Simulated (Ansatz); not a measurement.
The cluster Y₃O₃⁺, 6 atoms. Hardware: 4 threads of Arm Neoverse V1 on a shared host.

In the def2 sets Y takes a core potential; there is no spin–orbit coupling. Correlated methods freeze 3 core orbitals; core or outer-core shells of Y are correlated, in sets that lack core-valence functions.

(1) How many basis functions does each of these Ansatz runs have, and roughly what does it cost? r2SCAN-D4/def2-SVP, charge 1 singlet, relaxation, 19 steps; CCSD(T)/def2-SVP, charge 1 singlet, energy, from earlier orbitals; PBE-D4/def2-TZVP, charge 1 singlet, energy and forces, from earlier orbitals; HF/STO-3G, charge 1 singlet, energy; PBE0-D4/def2-TZVP, charge 1 singlet, energy, from earlier orbitals; PBE-D4/def2-SVP, charge 1 singlet, energy with a search over starts; HSE06-D4/def2-TZVP, charge 1 singlet, energy, from earlier orbitals; r2SCAN-D4/def2-TZVP, charge 1 singlet, energy, from earlier orbitals; ωB97M-V/def2-TZVP, charge 1 singlet, energy, from earlier orbitals; MP2/def2-TZVP, charge 1 singlet, energy, from earlier orbitals; B2PLYP/def2-TZVP, charge 1 singlet, energy, from earlier orbitals; PBE0-D4/def2-SVP, charge 1 singlet, energy, from earlier orbitals.

Results:

(1) Other jobs shared the machine, so times can vary by a factor of up to 3. A dash marks memory too small to be measured apart from the calling script's.

```tsv
run	functions	fitting or Cholesky vectors	wall time	peak host memory (GiB)
HF/STO-3G, charge 1 singlet, energy	96	1167	1.6 s	–
PBE0-D4/def2-SVP, charge 1 singlet, energy, from earlier orbitals	135	1461	2.7 s	–
PBE-D4/def2-SVP, charge 1 singlet, energy with a search over starts	135	1296	4.2 s	–
MP2/def2-TZVP, charge 1 singlet, energy, from earlier orbitals	213	1677	4.3 s	0.57
HSE06-D4/def2-TZVP, charge 1 singlet, energy, from earlier orbitals	213	1599	4.3 s	0.66
PBE-D4/def2-TZVP, charge 1 singlet, energy and forces, from earlier orbitals	213	1461	4.6 s	–
PBE0-D4/def2-TZVP, charge 1 singlet, energy, from earlier orbitals	213	1599	4.8 s	0.62
r2SCAN-D4/def2-TZVP, charge 1 singlet, energy, from earlier orbitals	213	1461	8 s	–
B2PLYP/def2-TZVP, charge 1 singlet, energy, from earlier orbitals	213	1677	9.5 s	0.63
ωB97M-V/def2-TZVP, charge 1 singlet, energy, from earlier orbitals	213	1500	18 s	0.96
CCSD(T)/def2-SVP, charge 1 singlet, energy, from earlier orbitals	135	1323	50 s	1.3
r2SCAN-D4/def2-SVP, charge 1 singlet, relaxation, 19 steps	135	1296	88 s	–
```
